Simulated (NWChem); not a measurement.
# Relativistic effects in IIn

```
In
I 1 2.8214
```
Charge 0, spin multiplicity 1.

Program: NWChem. All single points use one geometry, from B3LYP/def2-SVP with def2 effective core potentials on In, I, a minimum by its harmonic frequencies.

Functional PBE, all-electron basis x2c-SVPall-2c, contracted for the X2C Hamiltonian and used here with ZORA. The ion keeps the geometry and has multiplicity 2 in the scalar run; the spin-orbit run starts from the same electron counts.

Relative cost: rough, from shared machines, SCF included, scalar ZORA = 1.

The structure started from a generated list of species. No SCF solution was tested for a lower state.

```json
[
 {"Hamiltonian": "scalar ZORA", "ΔSCF ionisation energy (eV)": "8.81", "HOMO (eV)": "-5.88", "LUMO (eV)": "-2.59", "gap (eV)": "3.29", "relative cost": "1"},
 {"Hamiltonian": "spin-orbit ZORA", "ΔSCF ionisation energy (eV)": "[?]", "HOMO (eV)": "[?]", "LUMO (eV)": "[?]", "gap (eV)": "[?]", "relative cost": "under 3"}
]
```

What belongs in the gaps?


- spin-orbit ZORA, ΔSCF ionisation energy (eV): 8.67
- spin-orbit ZORA, HOMO (eV): -5.67
- spin-orbit ZORA, LUMO (eV): -2.71
- spin-orbit ZORA, gap (eV): 2.96
